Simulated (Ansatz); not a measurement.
`O[B](F)[InH2]` + H₂Se → `[SeH][InH2]` + `OBF` at 600 K and 1 bar (cleavage of the In–B bond).

Calculated with Ansatz (gas phase, PBE0-D4/def2-TZVP geometries, no zero-point term in ΔE). CBS: MP2 limit from def2 TZ/QZ plus the TZ coupled-cluster correction, frozen cores. This one scheme is used for every species. def2 core potentials past Kr. For In, Se outer-core shells are correlated without core-valence functions, which leaves a few kJ/mol of doubt a bond. Scalar relativity is left out up to krypton. Each species was taken in one conformer, which may not be the lowest.

```csv
species,CCSD(T)/CBS energy (Eh),H − E (kJ/mol),S (J/(mol·K))
`O[B](F)[InH2]`,-391.45169,138.3,415.9
H₂Se,-2401.89790,57.0,244.8
`[SeH][InH2]`,-2592.33228,90.2,356.6
`OBF`,-201.07426,109.4,294.7
```

H − E and S are ideal-gas, rigid-rotor, harmonic terms from PBE0-D4/def2-TZVP, for one conformer and one mirror image of each species. 1 Eh = 2625.50 kJ/mol, R = 8.31446 J/(mol·K).

By hand: ΔE, ΔH, ΔS and ΔG.

ΔE = (-2592.33228) + (-201.07426) − (-391.45169) − (-2401.89790) = -0.05695 Eh = -149.5 kJ/mol. Δ(H − E) = 90.2 + 109.4 − 138.3 − 57.0 = 4.3, so ΔH = -145.2 kJ/mol. ΔS = 356.6 + 294.7 − 415.9 − 244.8 = -9.4 J/(mol·K). ΔG = -145.2 − 600 × (-9.4)/1000 = -139.6 kJ/mol.

By hand: the equilibrium constant, and the temperature at which ΔG would vanish if ΔH and ΔS stayed fixed.

log₁₀ K = −ΔG/(RT ln 10) = 12.2. ΔG = 0 at ΔH/ΔS = 15447 K, far beyond where these terms or the molecules hold.

The number of gas molecules stays the same, so ΔS is small and ΔH decides. A doubt of 5 kJ/mol in ΔE shifts log₁₀ K by 0.4 here. Other conformers and mirror images would add mixing entropy, several J/(mol·K) or more a flexible species. Modes under 60 cm⁻¹, often nearly free rotors, make the harmonic entropy too high. These are equilibria of isolated gas molecules and say nothing of rates. Largest T1 diagnostic: 0.014 (customary marks: 0.02 for closed shells, 0.045 for open ones).
